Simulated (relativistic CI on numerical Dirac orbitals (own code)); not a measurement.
# Hyperfine structure of Hf LXI, mass number 179

Method of calculation: Dirac-Coulomb-Breit CI, orbitals from a KLI potential per configuration, model QED (radiative potential, 1s self-energy scaled to tabulated hydrogen-like ionisation energies), unscaled Slater integrals (own radial code, finite nucleus).

CI space (outside the closed core [Ne]): 3s², 3s3p, 3p², 3s3d, 3d², 3p3d, 3p4s, 3d4s, 3s4s, 3s4p, 3s4d, 3s4f, 3s5s, 3s5p, 3s5d, 4s². Levels of other configurations are missing.

Nuclear spin I = 9/2, μ = -0.6389 μN, Q = 3.79 b (tables of Stone and Pyykkö). The electronic factors are computed for point nuclear moments, without core polarisation or the Bohr-Weisskopf and QED corrections.

```csv
Level,E (eV),A (GHz),B (GHz)
3s3p ³P°1,148.522,-499.8,-185
3s3p ³P°2,457.350,-212.2,1540
3s3p ¹P°1,494.006,150.1,948
3p² ¹D2,627.892,-96.64,1350
3p² ³P1,629.780,26.15,773
3s3d ³D1,664.658,171.3,140
3s3d ³D2,676.831,-171.8,326
3s3d ³D3,737.986,-132.2,344
```

Levels with J = 0, under 50 % of one LS term, or S terms without an open s electron are left out. Small factors come from cancelling terms and can be off by tens of per cent or more.

At this charge energies of transitions that change n are usually good to better than 1 %, and those within a shell (Δn = 0) to a few per cent.

(1) Give the hyperfine levels of 3s3p ³P°1 relative to its centre of gravity.

Answers

(1) With K = F(F + 1) − I(I + 1) − J(J + 1), E = AK/2 + B[¾K(K + 1) − I(I + 1)J(J + 1)]/[2I(2I − 1)J(2J − 1)]: F = 7/2: 2664, F = 9/2: 622.9, F = 11/2: -2295 GHz.

LS names give the leading component of a level, which can be under half, so a name can repeat, a term be missing and a line seem to break the LS rules.
